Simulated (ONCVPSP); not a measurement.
Cutoff test, C (Z = 6), ONCV

C (Z = 6), optimised norm-conserving Vanderbilt (ONCV), made with ONCVPSP 4.0.1 (PBE, scalar-relativistic). Core [He], reference 2s1.75 2p2.25. Waves: 2s: rc 0.85 bohr, ncon 4, nbas 9, qcut 6.3 1/bohr, 3 projectors, debl 1.6 Ha; 2p: rc 1.85 bohr, ncon 5, nbas 9, qcut 8.2 1/bohr, 2 projectors, debl 2.3 Ha; d scattering state at 0.31 Ha: rc 1.75 bohr, ncon 4, nbas 8, qcut 5.1 1/bohr, 3 projectors, debl 0.5 Ha. Local part: polynomial inside 0.70 bohr (lpopt 5, dvloc0 -1 Ha). Core correction: none.

Q: For each optimised wave give the share of its norm inside rc, the residual kinetic energy above qcut (Ha) and the cutoffs (Ha) for errors of 10, 1, 0.1 and 0.01 mHa per electron.

A:

```tsv
wave	norm inside rc	residual KE	10 mHa	1 mHa	0.1 mHa	0.01 mHa
2s	0.122	9.0e-04	12.2	19.5	131.6	325.7
s projector 2	0.070	4.6e-03	13.3	92.5	387.9	444.1
s projector 3	0.054	8.4e-03	16.9	162.5	507.0	578.0
2p	0.613	1.8e-07	13.9	19.8	24.6	28.5
p projector 2	0.184	6.0e-06	17.6	23.8	28.8	33.1
d projector 1	0.026	1.1e-05	1.8	4.9	9.0	13.3
d projector 2	0.086	6.2e-05	4.0	8.1	12.2	20.2
d projector 3	0.106	1.6e-04	5.4	9.7	13.7	23.8
```

The occupied waves need 20 Ha and 132 Ha for 1 and 0.1 mHa. Note: ghosts flagged at negative energy: s at -256.3 eV, d at -2369.5 eV; GHOST(+) flags only above 600 eV. A true bound ghost makes a file unfit for plane-wave use. Its largest configuration-test error is +435 meV.
